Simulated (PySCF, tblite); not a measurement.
One entry of a table of gas-phase calculations, keyed by method. Lists by class give the value and the number of equivalent atoms.

```json
{
 "formula": "C8H10P",
 "smiles": "c1ccc2c(c1)C[PH2+]C2",
 "inchi": "InChI=1S/C8H9P/c1-2-4-8-6-9-5-7(8)3-1/h1-4,9H,5-6H2/p+1",
 "charge": 1,
 "multiplicity": 1,
 "geometry_level": "GFN2-xTB",
 "electronic_structure_code": "PySCF",
 "results": {
  "GFN2-xTB geometry": {
   "point_group": "Cs",
   "rotational_constants_GHz": [3.281, 1.084, 0.837]
  },
  "PBE0/pcSseg-1 ground state and GIAO shieldings, non-relativistic": {
   "homo_eV": -11.12,
   "lumo_eV": -4.83,
   "shift_vs_computed_TMS_C_by_class_ppm": [
    [140.2, 2],
    [133.7, 2],
    [132.5, 2],
    [26.9, 2]
   ],
   "shift_vs_computed_TMS_H_by_class_ppm": [
    [8.27, 2],
    [8.05, 2],
    [5.94, 2],
    [4.33, 4]
   ],
   "shielding_other_nuclei_by_class_ppm": [
    ["P", 367.5, 1]
   ]
  },
  "GFN2-xTB harmonic vibrations, gas phase": {
   "strongest_ir_bands_cm-1_km_per_mol_modes": [
    [849.5, 57.5, 1],
    [876.5, 27.6, 1],
    [1011.9, 39.6, 1],
    [1383.4, 34.9, 1],
    [2415.3, 31.9, 1],
    [2454.5, 59.4, 1]
   ],
   "zpe_kcal_per_mol": 94.0
  }
 }
}
```

The zero-point energy, half the sum of the 51 harmonic wavenumbers, equals 32860 cm⁻¹ or 393 kJ/mol. The rotational constants make it an asymmetric top with κ = (2B − A − C)/(A − C) = -0.80, nearer the prolate limit (−1).

 NMR classes are plain means over equivalent atoms (diastereotopic ones count apart unless rotation or inversion swaps them), as if these changed places fast; in this geometry the members of some classes differ.

One conformer stands for the species.
